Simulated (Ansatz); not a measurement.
This geometry of AlCl3FH (6 atoms, charge 0, multiplicity 1) is a first-order saddle point.

Computed with Ansatz 0.2.0, RKS PBE/6-31G*.

```xyz
6
Properties=species:S:1:pos:R:3
Al 0.019 -0.350 -0.052
Cl 0.023 0.063 2.255
Cl 1.836 0.219 -0.932
Cl -1.828 0.140 -0.917
F 0.053 -2.008 0.639
H 0.043 -1.360 1.748
```

Task: Which two structures does it join? (They come from a converged band through this point; their orientation in space is the band's.)

Result: Bonds broken: F5–H6. Bonds formed: Cl2–H6.

First end point:

```xyz
6
Properties=species:S:1:pos:R:3
Al 0.014 -0.120 0.087
Cl 0.013 0.335 2.210
Cl 1.829 0.170 -0.933
Cl -1.821 0.090 -0.919
F 0.057 -2.013 0.671
H 0.053 -1.759 1.625
```

Last end point:

```xyz
6
Properties=species:S:1:pos:R:3
Al 0.020 -0.505 -0.223
Cl 0.019 0.030 2.272
Cl 1.823 0.320 -0.924
Cl -1.822 0.240 -0.915
F 0.054 -2.099 0.336
H 0.051 -1.282 2.194
```

Task: How far does it lie above each of them?

Result: 0.132 eV above the first and 0.068 eV above the second. This is the barrier of this one path; another mechanism may lie lower. The orbitals stay closed-shell, which can raise the energy where a bond breaks towards radicals; this wasn't checked here.

Time of the run: 41 s on 2 threads of Intel(R) Xeon(R) Platinum 8488C (Sapphire Rapids) (shared host), peak memory 0.16 GiB.
